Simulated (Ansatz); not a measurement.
Calculated with Ansatz (gas phase, PBE0-D4/def2-TZVP geometries, no zero-point term in ΔE). CCSD(T)/CBS is the MP2 limit (def2-TZVPP, def2-QZVPP) plus CCSD(T) − MP2 in def2-TZVPP, frozen cores. Functionals use def2-TZVPP. B3LYP here is the variant with VWN-RPA as its local correlation; programs differ in this. One conformer a species, not always the lowest.

`OCBO[SiH3]` + `S[SiH2]S` → `[SiH3]S[SiH2]S` + `OBCO`  (ligand exchange at the Si–O bond)

`OCBO[SiH3]`:

Cartesian coordinates in Å:
```
O 0.211 -2.803 0.018
C -0.477 -1.619 -0.339
B 0.290 -0.341 0.150
O -0.261 0.867 -0.116
Si 0.227 2.409 0.228
H -0.289 -3.558 -0.299
H -0.613 -1.536 -1.431
H -1.495 -1.591 0.085
H 1.334 -0.412 0.743
H 1.529 2.390 0.943
H 0.356 3.147 -1.052
H -0.812 3.046 1.071
```

`S[SiH2]S`:

Cartesian coordinates in Å:
```
S -0.673 1.121 1.244
Si 0.295 0.133 -0.384
S 1.158 -1.676 0.326
H -1.513 1.806 0.448
H -0.706 -0.086 -1.457
H 1.449 0.891 -0.923
H -0.011 -2.189 0.747
```

`[SiH3]S[SiH2]S`:

Cartesian coordinates in Å:
```
Si -0.260 1.257 1.158
S -0.991 1.148 -0.848
Si 0.039 -0.629 -1.427
S -0.268 -2.310 -0.143
H -0.328 2.681 1.564
H -1.077 0.430 2.079
H 1.149 0.783 1.205
H -0.522 -0.994 -2.748
H 1.496 -0.368 -1.501
H 0.762 -1.999 0.662
```

`OBCO`:

Cartesian coordinates in Å:
```
O 1.213 -0.200 0.936
B 0.717 0.179 -0.269
C -0.828 0.072 -0.461
O -1.555 -0.411 0.650
H 2.165 -0.122 1.019
H 1.448 0.575 -1.137
H -1.210 1.064 -0.752
H -1.024 -0.564 -1.339
H -0.926 -0.594 1.354
```

```json
{"level": "PBE-D4", "ΔE (kcal/mol)": "-1.7", "difference from CCSD(T)/CBS": "-4.3"}
{"level": "r2SCAN-D4", "ΔE (kcal/mol)": "1.2", "difference from CCSD(T)/CBS": "-1.4"}
{"level": "PBE0-D4", "ΔE (kcal/mol)": "-0.5", "difference from CCSD(T)/CBS": "-3.1"}
{"level": "B3LYP-D4", "ΔE (kcal/mol)": "3.0", "difference from CCSD(T)/CBS": "0.4"}
{"level": "ωB97M-V", "ΔE (kcal/mol)": "2.4", "difference from CCSD(T)/CBS": "-0.2"}
{"level": "B2PLYP", "ΔE (kcal/mol)": "4.5", "difference from CCSD(T)/CBS": "1.9"}
{"level": "PBE", "ΔE (kcal/mol)": "-0.3", "difference from CCSD(T)/CBS": "-2.9"}
{"level": "r2SCAN", "ΔE (kcal/mol)": "1.5", "difference from CCSD(T)/CBS": "-1.1"}
{"level": "PBE0", "ΔE (kcal/mol)": "0.7", "difference from CCSD(T)/CBS": "-1.9"}
{"level": "B3LYP", "ΔE (kcal/mol)": "5.3", "difference from CCSD(T)/CBS": "2.7"}
{"level": "MP2/def2-TZVPP", "ΔE (kcal/mol)": "2.3", "difference from CCSD(T)/CBS": "-0.3"}
{"level": "SCS-MP2/def2-TZVPP", "ΔE (kcal/mol)": "4.5", "difference from CCSD(T)/CBS": "1.9"}
{"level": "CCSD(T)/def2-TZVPP", "ΔE (kcal/mol)": "3.4", "difference from CCSD(T)/CBS": "0.8"}
{"level": "MP2/def2-QZVPP", "ΔE (kcal/mol)": "2.0", "difference from CCSD(T)/CBS": "-0.6"}
{"level": "SCS-MP2/def2-QZVPP", "ΔE (kcal/mol)": "4.2", "difference from CCSD(T)/CBS": "1.6"}
{"level": "HF/CBS(def2)", "ΔE (kcal/mol)": "10.7", "difference from CCSD(T)/CBS": "8.1"}
{"level": "CCSD(T)/CBS", "ΔE (kcal/mol)": "2.6", "difference from CCSD(T)/CBS": "0"}
```

Largest T1 diagnostic among the species: 0.012.

From PBE to PBE0 (25 % exact exchange), in def2-TZVPP and without D4, ΔE moves by +1.1 kcal/mol. In def2-TZVPP, CCSD(T) changes the Hartree–Fock value by −6.8 kcal/mol (the triples alone add −1.3 kcal/mol) and MP2 by −7.8 kcal/mol. The D4 term adds −2.2 kcal/mol with B3LYP and −1.2 kcal/mol with PBE0; it sums over pairs of atoms, weighted by their polarisabilities, and B3LYP, whose exchange is more repulsive, gets the larger term.
